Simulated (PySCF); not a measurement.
Molecule: `S=Cc1ccccn1`, C6H5NS.

Bonds (- single, = double, # triple, : aromatic): S1=C2, C2-C3, C3:C4, C4:C5, C5:C6, C6:C7, C7:N8, N8:C3. C2 carries H9; C4 carries H10; C5 carries H11; C6 carries H12; C7 carries H13.

Frames of a GFN2-xTB Langevin trajectory at 300 K; GIAO PBE0/pcSseg-1 shieldings in PySCF 2.14.0 with density-fitted response routines, gas phase, non-relativistic; equivalent atoms averaged within each frame.

Scale: CS2 for ³³S (503.73 ppm); ¹³C (186.93 ppm), ¹H (31.72 ppm) against TMS; ¹⁵N (267.73 ppm) vs NH3 (reference shieldings calculated alike). The references are static minima.

Question: How do the shifts (ppm) fluctuate along the trajectory?

Answer: 
```csv
time (fs),S1,C2,C7,C3,C6,C5,C4,N8,H9,H13
250,1171,265.2,159.4,156.8,143.4,142.4,124.5,366.1,12.06,9.50
425,1242,265.0,160.1,164.5,131.2,140.9,127.5,378.7,12.51,8.86
625,1159,259.9,161.5,162.8,133.3,146.5,134.7,392.1,11.80,10.01
800,1012,252.3,158.3,168.0,134.8,145.9,131.9,333.7,12.17,9.16
1000,1112,254.3,158.6,160.2,132.6,140.1,133.6,374.2,12.09,8.90
mean of frames,1139,259.3,159.6,162.5,135.1,143.2,130.4,369.0,12.13,9.29
standard deviation,85,6.0,1.3,4.3,4.9,2.9,4.3,21.8,0.26,0.48
```

5 frames give an uncertainty of the mean of about the standard deviation over 2.2 at best, since frames this close in time may not be independent; classical motion lacks zero-point vibration, and the reference would need the same averaging.
